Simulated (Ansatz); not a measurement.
`C[N](C)[InH][F]` + `[F][ZnH]` → `[F][InH][F]` + `C[N](C)[ZnH]`  (redistribution)

Computed with Ansatz on PBE0-D4/def2-TZVP structures; ΔE is electronic, products minus reactants. CCSD(T)/CBS is the MP2 limit (def2-TZVPP, def2-QZVPP) plus CCSD(T) − MP2 in def2-TZVPP, frozen cores. DFT in def2-TZVPP. Elements past krypton have def2 core potentials. For In, Zn outer-core shells are correlated without core-valence functions, which leaves a few kJ/mol of doubt a bond. Scalar relativity is left out up to krypton. Each species was taken in one conformer, which may not be the lowest.

| level | ΔE (kcal/mol) | difference from CCSD(T)/CBS |
| --- | --- | --- |
| LDA (SPW92) | 7.3 | -2.0 |
| PBE-D4 | 6.3 | -3.0 |
| revPBE-D4 | 5.4 | -3.9 |
| BLYP-D4 | 6.5 | -2.8 |
| PBE0-D4 | 6.8 | -2.5 |
| r2SCANh-D4 | 6.6 | -2.7 |
| ωB97X-V | 6.9 | -2.4 |
| B2PLYP | 7.1 | -2.2 |
| PBE | 6.0 | -3.3 |
| BLYP | 5.9 | -3.4 |
| r2SCAN | 6.3 | -3.0 |
| CAM-B3LYP | 6.7 | -2.6 |
| LC-ωPBE | 5.9 | -3.4 |
| CCSD(T)/def2-SVP | 7.4 | -1.9 |
| MP2/def2-QZVPP | 9.1 | -0.2 |
| HF/CBS(def2) | 7.6 | -1.7 |
| CCSD(T)/CBS | 9.3 | 0 |

Largest T1 diagnostic among the species: 0.018.

In def2-TZVPP, CCSD(T) changes the Hartree–Fock value by +1.1 kcal/mol (the triples alone add −0.1 kcal/mol) and MP2 by +1.1 kcal/mol. From BLYP to BHLYP (50 % exact exchange), in def2-TZVPP and without D4, ΔE moves by +1.1 kcal/mol. At CCSD(T), def2-SVP lies −1.9 kcal/mol from the extrapolated value and def2-TZVPP −1.1 kcal/mol.

CCSD(T)/CBS has its own doubt, a few kJ/mol and more with outer-core shells, so smaller differences from it don't rank the levels.
